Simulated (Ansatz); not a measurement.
Species: CBr, net charge 0, doublet state. SMILES: Br[C]
Structure (B3LYP-D3(BJ)/def2-TZVP (Ansatz, a quantum-chemistry and plane-wave program) minimum search):
```xyz
2

C      0.0000     0.0000    -1.5630
Br     0.0000     0.0000     0.2679
```
Charge 0, spin multiplicity 2.

Parts of the frozen-core correlation energy in cc-pVDZ (Ansatz, hartree). Frozen orbitals: 15; correlated occupied orbitals by spin: 6 and 5; virtual: 20 and 21. Open shells are spin-unrestricted. Spin-orbit coupling is left out. Non-relativistic.

```csv
term,value
reference (HF),-2610.11132
MP2 opposite-spin,[?]
MP2 same-spin,[?]
CCSD correlation,-0.22778
(T),[?]
CCSDT minus CCSD(T),-0.00125
CCSDT(Q) minus CCSD(T),-0.00190
T1 diagnostic,0.028
largest doubles amplitude,0.069
<S^2> of the reference,0.762
```

### Question
Some entries are withheld; supply them.

### Answer

- MP2 opposite-spin, value: -0.14810
- MP2 same-spin, value: -0.05122
- (T), value: -0.00839
